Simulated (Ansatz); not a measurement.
Relaxation of C2H7GeI (11 atoms, charge 0, multiplicity 1), to a largest force component of 0.015 eV/Å in at most 40 steps.

These are results of Ansatz, RKS r2SCAN-D4/def2-SVP, not measurements.

```xyz
11
Properties=species:S:1:pos:R:3:forces:R:3
C -0.467 1.235 0.328 -2.16 2.74 -0.77
C -0.295 -0.169 0.734 0.56 -0.60 0.82
Ge 0.746 -1.105 -0.611 1.29 -0.60 1.03
I -0.418 -1.223 -2.793 -0.27 -0.02 -0.45
H -1.063 1.313 -0.665 0.94 0.01 1.26
H -1.116 1.818 1.090 0.91 -0.65 -0.93
H 0.485 1.805 0.211 -0.36 -0.30 -0.01
H 0.279 -0.177 1.702 -0.30 -0.46 -0.55
H -1.265 -0.664 0.885 0.02 -0.15 0.09
H 2.117 -0.349 -0.788 -0.52 -0.23 -0.10
H 1.063 -2.542 -0.072 -0.11 0.27 -0.39
```

Task: Where does it end, and by what steps?

Result: The forces met the threshold. The force dipped under the threshold on the way, but the program's further checks kept it going. After 7 steps the energy has fallen by 0.275 eV; H10 moved furthest, 0.12 Å.

```
step  energy less start (eV)  largest force component (eV/Å)  accepted
   0                  0.0000                           2.738       yes
   1                 -0.2316                           0.905       yes
   2                 -0.2710                           0.334       yes
   3                 -0.2744                           0.106       yes
   4                 -0.2750                           0.025       yes
   5                 -0.2752                           0.018       yes
   6                 -0.2753                           0.006       yes
   7                 -0.2753                           0.013       yes
```

```xyz
11
Properties=species:S:1:pos:R:3
C -0.531 1.310 0.327
C -0.267 -0.137 0.732
Ge 0.819 -1.140 -0.548
I -0.412 -1.220 -2.767
H -1.070 1.365 -0.632
H -1.143 1.828 1.083
H 0.406 1.879 0.214
H 0.272 -0.194 1.695
H -1.209 -0.695 0.866
H 2.166 -0.453 -0.827
H 1.034 -2.601 -0.122
```

Run time: 21 s on 2 threads of Intel(R) Xeon(R) 6975P-C (Granite Rapids), on a shared host, peak memory 0.22 GiB.
